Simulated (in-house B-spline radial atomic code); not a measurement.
**The tin ion Sn⁸⁺: [Kr] 4d6**

Method: Dirac-Kohn-Sham PW91, spherical fractional occupations, Fermi nucleus of rms radius 4.6519 fm. Calculated with a B-spline radial code for spherical atoms.

Effective charges: Z_r = [3n² - l(l+1)]/(2<r>) from the radius, Z_e = n√(-2ε) from the energy, and Slater's rules. Values are occupation-weighted means over j. An effective charge above Z reflects the relativistic contraction of the inner shells.

```json
{"shell": "1s", "electrons": "2", "ε (eV)": "-29137", "<r> (bohr)": "0.02905", "Z_r": "51.63", "Z_e": "46.28", "Slater": "49.70"}
{"shell": "2s", "electrons": "2", "ε (eV)": "-4516.8", "<r> (bohr)": "0.1251", "Z_r": "47.96", "Z_e": "36.44", "Slater": "45.85"}
{"shell": "2p", "electrons": "6", "ε (eV)": "-4075", "<r> (bohr)": "0.1094", "Z_r": "45.72", "Z_e": "34.61", "Slater": "45.85"}
{"shell": "3s", "electrons": "2", "ε (eV)": "-982.22", "<r> (bohr)": "0.3387", "Z_r": "39.85", "Z_e": "25.49", "Slater": "38.75"}
{"shell": "3p", "electrons": "6", "ε (eV)": "-837.1", "<r> (bohr)": "0.3369", "Z_r": "37.11", "Z_e": "23.53", "Slater": "38.75"}
{"shell": "3d", "electrons": "10", "ε (eV)": "-611.19", "<r> (bohr)": "0.3139", "Z_r": "33.46", "Z_e": "20.11", "Slater": "28.85"}
{"shell": "4s", "electrons": "2", "ε (eV)": "-263.55", "<r> (bohr)": "0.7964", "Z_r": "30.13", "Z_e": "17.60", "Slater": "22.25"}
{"shell": "4p", "electrons": "6", "ε (eV)": "-217.9", "<r> (bohr)": "0.847", "Z_r": "27.15", "Z_e": "16.01", "Slater": "22.25"}
{"shell": "4d", "electrons": "6", "ε (eV)": "-149.26", "<r> (bohr)": "0.9569", "Z_r": "21.95", "Z_e": "13.25", "Slater": "12.25"}
```

The least bound orbital is 4d5/2 at -148.7 eV, and it is also the most diffuse (<r> = 0.9602 bohr).

Spin-orbit splittings of the orbital energies (j = l + 1/2 above j = l - 1/2 when positive): 2p 230.7 eV, 3p 42.26 eV, 3d 8.742 eV, 4p 8.33 eV, 4d 1.363 eV.

For the 1s electron the small component carries 3.37 % of the norm, the zero-frequency Breit interaction raises the level by 67.81 eV, self-energy by 38.39 eV, and vacuum polarisation lowers it by 5.054 eV.
